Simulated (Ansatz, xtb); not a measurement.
## CH5GeS−: 4 structures ranked

4 gas-phase structures of CH5GeS−, found in a search over its isomers (lower ones may exist). Each was relaxed with GFN2-xTB:

A. `S[CH2][GeH2-]`, a singlet
B. `[CH3][GeH2][S-]`, a singlet
C. `C[S][GeH2-]`, a singlet
D. `[CH3][GeH-][SH]`, a singlet

Task: Make a reasoned guess at their ranking by r2SCAN-D4/def2-SVPD//GFN2-xTB single-point energy.

Result: Calculated order at r2SCAN-D4/def2-SVPD//GFN2-xTB: B (0.0), D (14.4), C (25.1), A (46.4) kcal/mol.

Energies above the lowest of each column, in kcal/mol; the last columns are at r2SCAN-D4/def2-SVPD geometries and were run for some of them only (a dash: not run or not comparable):

```csv
structure,GFN2-xTB,HF/STO-3G,r2SCAN-D4/def2-SVPD//GFN2-xTB,r2SCAN-D4/def2-SVPD,CCSD(T)/def2-SVPD + ΔMP2/def2-TZVPPD
B,0.0,0.0,0.0,0.0,0.0
D,8.1,6.1,14.4,14.2,14.5
C,10.1,24.6,25.1,22.9,24.0
A,39.6,43.3,46.4,–,–
```

Every level run on B puts it lowest or level with the lowest. Flexible structures stand in one conformer each, not always the lowest. Frequencies (r2SCAN-D4/def2-SVPD) were run for B, C, D alone. ΔMP2 is the change of the MP2 energy from the smaller to the larger basis.

Over these structures GFN2-xTB departs from r2SCAN-D4/def2-SVPD//GFN2-xTB by 4.0 kcal/mol on average once a common shift is removed. A GFN2-xTB relaxation took about 0.056 s and the r2SCAN-D4/def2-SVPD//GFN2-xTB energy about 2.2 s on a shared host (Ansatz 0.2.0, xtb 6.7.1).
